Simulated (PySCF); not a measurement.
Radial density of B (boron, neutral)

UHF, [He] 2s1 2p1 3d1, one real determinant (an excited configuration). All numbers are calculated (PySCF 2.14, no relativity, point nucleus, in aug-cc-pVTZ with one added diffuse shell each of s, p, d, f type (6s5p4d3f, 62 functions)).

```
r (bohr)  4πr²ρ (e/bohr)  4πr²(ρα − ρβ)
 0.00612         0.03131         0.0008
  0.0103         0.08534         0.0022
  0.0173          0.2244         0.0059
  0.0291          0.5654         0.0147
  0.0490           1.312         0.0340
  0.0824           2.676         0.0682
   0.139           4.378         0.1064
   0.233           5.014         0.1084
   0.392           3.248         0.0854
   0.660           1.127         0.3354
    1.11           1.035         0.9924
    1.87          0.9508         0.9505
    3.14          0.2287         0.2287
    5.28         0.08758         0.0876
    8.88          0.1326         0.1326
    14.9         0.01332         0.0133
```

⟨L²⟩ = 8.01 against 12 for a pure F term, so this real determinant mixes terms. The outer electron is Rydberg-like, and this basis confines it to a smaller radius and binds it less than a complete one would.
